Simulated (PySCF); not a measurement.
A PySCF script (with the pyscf-properties extension) for the NMR shieldings of SMILES CS[SiH2]C[SiH2][C@@H](C)F, C4H13FSSi2, on a GFN2-xTB geometry:

```python
import basis_set_exchange as bse
import numpy as np
from pyscf import gto, dft
from pyscf.prop import nmr

atoms = """
C     4.323866    0.471279   -0.701273
S     3.327660   -0.992652   -0.295930
Si    1.397875   -0.054404   -0.114311
C     0.217125   -1.470054    0.332128
Si   -1.452510   -0.922377    1.032197
C    -2.190852    0.393813   -0.156829
C    -3.582245    0.866312    0.221496
F    -1.328114    1.495747   -0.138926
H     3.970558    0.905577   -1.630987
H     4.252612    1.194079    0.105346
H     5.349511    0.136949   -0.813331
H     1.519201    0.956246    0.932810
H     1.098128    0.556317   -1.407377
H     0.057425   -2.080302   -0.557288
H     0.703594   -2.121652    1.057051
H    -1.303186   -0.279585    2.338772
H    -2.406707   -2.035802    1.102123
H    -2.184793    0.058735   -1.200535
H    -3.913215    1.665988   -0.438867
H    -4.276799    0.035013    0.146596
H    -3.588054    1.237717    1.242987
"""
names = dict.fromkeys(["C", "S", "Si", "F", "H"], "pcSseg-1")
basis = {el: gto.basis.parse(bse.get_basis(n, elements=[el], fmt="nwchem")) for el, n in names.items()}
mol = gto.M(atom=atoms, basis=basis, charge=0, verbose=0)
mf = dft.RKS(mol, xc="PBE0")
mf.grids.level = 2
mf.grids.alignment = dft.numint.BLKSIZE   # the property module wants whole blocks of grid points
mf.conv_tol = 1e-9
mf.kernel()

calc = nmr.RKS(mf)   # GIAO
C = mf.mo_coeff
Co = C[:, mf.mo_occ > 0]
resp = mf.gen_response(singlet=True, hermi=2)
def vind(x):   # induced exchange potential for any number of trial vectors
    d = np.einsum("pi,xij,qj->xpq", C, 2 * x.reshape(-1, C.shape[1], Co.shape[1]), Co, optimize=True)
    return np.einsum("xpq,pi,qj->xij", resp(d - d.transpose(0, 2, 1)), C, Co, optimize=True).ravel()
mo1, _ = nmr.rhf.solve_mo1(calc, with_cphf=vind)
sigma = calc.kernel(mo1)
for i, s in enumerate(sigma):   # ppm
    w = np.linalg.eigvalsh((s + s.T) / 2)
    print("%2d %-2s iso %8.1f  s11 %8.1f  s22 %8.1f  s33 %8.1f" % (i, mol.atom_pure_symbol(i), w.mean(), *w))
```

Task: Give the expected output.

Result: 
```
 0 C  iso    172.7  s11    163.2  s22    163.7  s33    191.1
 1 S  iso    705.1  s11    605.4  s22    624.2  s33    885.6
 2 Si iso    368.9  s11    332.6  s22    355.2  s33    419.0
 3 C  iso    196.9  s11    191.8  s22    196.6  s33    202.3
 4 Si iso    387.3  s11    346.5  s22    383.6  s33    432.0
 5 C  iso     97.9  s11     50.7  s22     78.8  s33    164.1
 6 C  iso    165.7  s11    147.6  s22    163.7  s33    185.7
 7 F  iso    414.3  s11    378.5  s22    405.1  s33    459.2
 8 H  iso     29.7  s11     24.1  s22     27.8  s33     37.4
 9 H  iso     29.7  s11     24.1  s22     27.9  s33     37.3
10 H  iso     29.6  s11     23.6  s22     26.7  s33     38.6
11 H  iso     26.9  s11     22.4  s22     27.4  s33     31.1
12 H  iso     26.9  s11     22.1  s22     27.3  s33     31.1
13 H  iso     31.4  s11     26.0  s22     29.6  s33     38.5
14 H  iso     31.6  s11     25.2  s22     30.5  s33     39.1
15 H  iso     27.6  s11     24.3  s22     26.3  s33     32.1
16 H  iso     27.5  s11     23.3  s22     26.2  s33     32.9
17 H  iso     26.8  s11     24.2  s22     26.4  s33     29.8
18 H  iso     29.7  s11     25.5  s22     27.3  s33     36.4
19 H  iso     30.7  s11     26.3  s22     28.6  s33     37.0
20 H  iso     30.1  s11     26.1  s22     29.2  s33     35.1
```

These numbers come from an equivalent density-fitted implementation of the same equations, which agrees with the script to about 0.01 ppm for H and up to a few tenths of a ppm for heavy atoms, so last digits may differ.

Task: Turn these shieldings into chemical shifts. Referencing at the same level of theory: TMS for 13C (186.93 ppm), 29Si (349.16 ppm), 1H (31.72 ppm); 33S (503.73 ppm) vs CS2; CFCl3 for 19F (170.95 ppm).

Result: Averaging equivalent atoms: C 5: 89.1; C 6: 21.3; C 0: 14.3; C 3: -10.0; S 1: -201; Si 2: -19.8; Si 4: -38.2; F 7: -243.3; H 17: 4.91; H 12: 4.85; H 11: 4.77; H 16: 4.24; H 15: 4.15; H 8/9/10: 2.01; H 18/19/20: 1.55; H 13: 0.34; H 14: 0.12 ppm. Unscaled 19F shifts against computed CFCl3 carry errors that often reach 10 to 50 ppm.

Size and cost of the density-fitted run: 222 basis functions, 120 s wall time on 1 thread of an Intel Xeon, shared host; peak memory 0.94 GiB.
